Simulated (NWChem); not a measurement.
A series in which one site is exchanged, each optimised at PBE0/def2-SVP with NWChem, gas phase unless a solvent is named. All stand in one matching conformer (torsions within 35°), which need not be the lowest. For some, no frequency run checked for a minimum. def2 effective core potentials on Te, I; no spin-orbit coupling.

A: O[Te]I (HTeOI; site = I)
B: [TeH]O (H₂TeO; site = H)
C: F[Te]O (HTeOF; site = F)
D: [Te](Br)O (HTeOBr; site = Br)

```
quantity                                                  A  B     C     D
-----------------------------------------------------  ----  -  ----  ----
vertical ionisation energy, ΔSCF, PBE/def2-SVP (eV)    8.10  ?  8.57  8.31
vertical ionisation energy, ΔSCF, B3LYP/def2-SVP (eV)  8.34  ?  8.88  8.56
static polarisability, B3LYP/def2-SVPD (bohr³)         84.6  ?  44.9  69.4
lowest singlet excitation, B3LYP/def2-SVPD, TDA (eV)   2.16  ?  2.63  2.36
```

What belongs in the gaps?


- vertical ionisation energy, ΔSCF, PBE/def2-SVP (eV), B: 8.66
- vertical ionisation energy, ΔSCF, B3LYP/def2-SVP (eV), B: 8.83
- static polarisability, B3LYP/def2-SVPD (bohr³), B: 47.6
- lowest singlet excitation, B3LYP/def2-SVPD, TDA (eV), B: 2.98
